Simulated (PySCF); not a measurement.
C4H5FSi, SMILES C#C/C(F)=C/[SiH3]. Heavy atoms are numbered as in [CH:1]#[C:2]/[C:3]([F:4])=[CH:5]/[SiH3:6]. Hydrogens are named by the atom that carries them.

Geometry optimised at PBE0-D3(BJ)/def2-SVP. The structure was generated by enumeration; whether it is a known compound was not checked.

Level of theory: PBE/pcSseg-1 in PySCF.

GIAO shieldings, no solvent; atoms alike by connectivity are averaged. δ = σ(ref) − σ: ¹³C against TMS (σ = 182.0 ppm); ¹⁹F against CFCl3 (σ = 133.6 ppm); ²⁹Si against TMS (σ = 335.4 ppm); ¹H against TMS (σ = 31.49 ppm), references at their B3LYP-D3(BJ)/def2-TZVP geometries, non-relativistic.

```tsv
atoms	nucleus	count	δ (ppm)
C3	¹³C	1	160.4
C5 (CH)	¹³C	1	109.8
C1 (CH)	¹³C	1	87.5
C2	¹³C	1	___
F4	¹⁹F	1	-90.0
Si6 (SiH3)	²⁹Si	1	___
H on C5	¹H	1	5.69
H on Si6	¹H	3	___
H on C1	¹H	1	___
```

Task: Complete the blanks. (An estimate is asked for; the answer gives what the named calculation found.)

Result: 
- H on C1, δ (ppm): 3.32
- C2, δ (ppm): 82.3
- H on Si6, δ (ppm): 4.55
- Si6 (SiH3), δ (ppm): -88.3
